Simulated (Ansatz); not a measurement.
`[NH2][Cd][O][SiH3]` + HCl → `[NH2][Cd][Cl]` + `O[SiH3]` at 298.15 K and 1 bar (ligand exchange at a Cd–O bond).

Gas-phase electronic energies from Ansatz, PBE0-D4/def2-TZVP geometries. CCSD(T)/CBS is the MP2 limit (def2-TZVPP, def2-QZVPP) plus CCSD(T) − MP2 in def2-TZVPP, frozen cores. This one scheme is used for every species. Elements past krypton have def2 core potentials. For Cd outer-core shells are correlated without core-valence functions, which leaves a few kJ/mol of doubt a bond. Each species was taken in one conformer, which may not be the lowest.

```json
{"species": "`[NH2][Cd][O][SiH3]`", "CCSD(T)/CBS energy (Eh)": "-589.71637", "H − E (kJ/mol)": "163.5", "S (J/(mol·K))": "379.9"}
{"species": "HCl", "CCSD(T)/CBS energy (Eh)": "-460.38127", "H − E (kJ/mol)": "26.6", "S (J/(mol·K))": "186.8"}
{"species": "`[NH2][Cd][Cl]`", "CCSD(T)/CBS energy (Eh)": "-683.44247", "H − E (kJ/mol)": "83.2", "S (J/(mol·K))": "304.7"}
{"species": "`O[SiH3]`", "CCSD(T)/CBS energy (Eh)": "-366.69042", "H − E (kJ/mol)": "113.6", "S (J/(mol·K))": "257.8"}
```

H − E and S are ideal-gas, rigid-rotor, harmonic terms from PBE0-D4/def2-TZVP, for one conformer and one mirror image of each species. 1 Eh = 2625.50 kJ/mol, R = 8.31446 J/(mol·K).

Task: By hand: ΔE, ΔH, ΔS and ΔG.

Result: ΔE = (-683.44247) + (-366.69042) − (-589.71637) − (-460.38127) = -0.03525 Eh = -92.5 kJ/mol. Δ(H − E) = 83.2 + 113.6 − 163.5 − 26.6 = 6.7, so ΔH = -85.8 kJ/mol. ΔS = 304.7 + 257.8 − 379.9 − 186.8 = -4.2 J/(mol·K). ΔG = -85.8 − 298.15 × (-4.2)/1000 = -84.5 kJ/mol.

Task: By hand: the equilibrium constant, and the temperature at which ΔG would vanish if ΔH and ΔS stayed fixed.

Result: log₁₀ K = −ΔG/(RT ln 10) = 14.8. ΔG = 0 at ΔH/ΔS = 20429 K, far beyond where these terms or the molecules hold.

The number of gas molecules stays the same, so ΔS is small and ΔH decides. A doubt of 5 kJ/mol in ΔE shifts log₁₀ K by 0.9 here. Other conformers and mirror images would add mixing entropy, several J/(mol·K) or more a flexible species. Modes under 60 cm⁻¹, often nearly free rotors, make the harmonic entropy too high. These are equilibria of isolated gas molecules and say nothing of rates. Largest T1 diagnostic: 0.015 (customary marks: 0.02 for closed shells, 0.045 for open ones).
